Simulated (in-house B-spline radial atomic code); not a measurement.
Ca2+ is squeezed into an impenetrable sphere of radius R (the orbitals vanish at R). Caution: exact exchange at fractional occupations of open shells leaves self-interaction of up to several eV. Computed with a B-spline radial code for spherical atoms: non-relativistic PBE0, spin-polarised, spherical fractional occupations, point nucleus.

Energies in eV above the free ion in [Ne] 3s2 3p6:

```tsv
R (bohr)	highest level (eV)	[Ne] 3s2 3p6	[Ne] 3s1 3p6 3d1	[Ne] 3s2 3p5 3d1	-dE/dV in [Ne] 3s2 3p6 (GPa)
9.4	-45.4	0	47.88	29.25	3.54e-08
5.85	-45.4	0.0006344	47.9	29.28	0.00523
5.23	-45.4	0.00468	47.96	29.34	0.0469
4.12	-45.2	0.1513	48.48	29.88	2.35
3.52	-44.7	0.9276	49.9	31.27	19.2
3.06	-43.3	3.613	53.63	34.87	97.3
2.76	-41.2	8.673	59.84	40.84	285
2.29	-33.3	33.94	88.05	68.12	1620
1.67	4.91	210.8	269.1	246.4	19700
1.32	77.5	630.4	678.4	655.5	102000
```

Task: Does [Ne] 3s1 3p6 3d1 fall below [Ne] 3s2 3p6 under compression?

Result: No, it stays above over the whole range.

Task: Does [Ne] 3s2 3p5 3d1 fall below [Ne] 3s2 3p6 under compression?

Result: No, it stays above over the whole range.

The highest level is first positive in the row R = 1.67 bohr, pushed up by confinement above the zero of the free ion's potential. Each configuration is held fixed and needn't be the lowest in the sphere.
